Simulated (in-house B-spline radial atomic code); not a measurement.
A fraction x of an electron is removed from 5p in Te, starting from [Kr] 4d10 5s2 5p4 and keeping the highest spin. Method: scalar-relativistic (X2C) Hartree-Fock with fractional occupations, spin-polarised, spherical fractional occupations, Fermi nucleus of rms radius 4.7423 fm. Calculated with a radial B-spline atomic code at the basis-set limit.

Caution: exact exchange at fractional occupations of open shells leaves self-interaction of up to several eV.

| x | E(x) - E(0) (eV) | 5p down level (eV) |
| --- | --- | --- |
| 0 | 0.0000 | -3.050 |
| 0.04 | 0.1250 | -3.201 |
| 0.18 | 0.6105 | -3.737 |
| 0.28 | 1.0037 | -4.127 |
| 0.47 | 1.8592 | -4.883 |
| 0.5 | 2.0075 | -5.004 |
| 0.51 | 2.0578 | -5.044 |
| 0.7 | 3.0899 | -5.823 |
| 0.82 | 3.8186 | -6.324 |
| 0.89 | 4.2717 | -6.620 |
| 1 | 5.0256 | - |

The exact functional would give a straight line between the two integer points. Deviations E(x) - E(0) - x[E(1) - E(0)], in eV: -0.076 at x = 0.04, -0.294 at x = 0.18, -0.403 at x = 0.28, -0.503 at x = 0.47, -0.505 at x = 0.5, -0.505 at x = 0.51, -0.428 at x = 0.7, -0.302 at x = 0.82, -0.201 at x = 0.89.

The curve lies below the straight line by up to 0.505 eV (at x = 0.5): with spherically averaged exact exchange in an open shell, this holds the self-interaction named above.

Question: How well does Slater's transition state (minus the level at half occupation) give the ionisation energy?

Answer: It gives 5.004 eV against 5.026 eV from the two total energies; NIST lists 9.01 eV, ground level to ground level. The end point has an open shell averaged over its orbitals, so its exact exchange keeps a self-interaction and this is no true integer point.
